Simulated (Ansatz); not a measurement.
`B[SiH](O)F` + H₂ → `O[SiH2]F` + BH₃ at 500 K and 1 bar (hydrogenolysis of the Si–B bond).

Isolated molecules relaxed with PBE0-D4/def2-TZVP in Ansatz; ΔE leaves out vibrations. CCSD(T)/CBS is the MP2 limit (def2-TZVPP, def2-QZVPP) plus CCSD(T) − MP2 in def2-TZVPP, frozen cores. This one scheme is used for every species. Each species was taken in one conformer, which may not be the lowest.

```tsv
species	CCSD(T)/CBS energy (Eh)	H − E (kJ/mol)	S (J/(mol·K))
`B[SiH](O)F`	-491.32150	161.5	375.2
H₂	-1.17544	41.0	145.5
`O[SiH2]F`	-465.96250	118.8	315.1
BH₃	-26.55200	86.8	208.8
```

H − E and S are ideal-gas, rigid-rotor, harmonic terms from PBE0-D4/def2-TZVP, for one conformer and one mirror image of each species. The MP2-based limit puts H₂ 0.8 mEh under its directly extrapolated value; such offsets cancel only in part. 1 Eh = 2625.50 kJ/mol, R = 8.31446 J/(mol·K).

By hand: ΔE, ΔH, ΔS and ΔG.

ΔE = (-465.96250) + (-26.55200) − (-491.32150) − (-1.17544) = -0.01756 Eh = -46.1 kJ/mol. Δ(H − E) = 118.8 + 86.8 − 161.5 − 41.0 = 3.1, so ΔH = -43.0 kJ/mol. ΔS = 315.1 + 208.8 − 375.2 − 145.5 = 3.2 J/(mol·K). ΔG = -43.0 − 500 × (3.2)/1000 = -44.6 kJ/mol.

By hand: the equilibrium constant, and the temperature at which ΔG would vanish if ΔH and ΔS stayed fixed.

log₁₀ K = −ΔG/(RT ln 10) = 4.7. ΔH and −TΔS have one sign here, so there is no such temperature. One of them is within its doubt of zero, so this could turn.

The number of gas molecules stays the same, so ΔS is small and ΔH decides. A doubt of 5 kJ/mol in ΔE shifts log₁₀ K by 0.5 here. Other conformers and mirror images would add mixing entropy, several J/(mol·K) or more a flexible species. These are equilibria of isolated gas molecules and say nothing of rates. Largest T1 diagnostic: 0.012 (customary marks: 0.02 for closed shells, 0.045 for open ones).
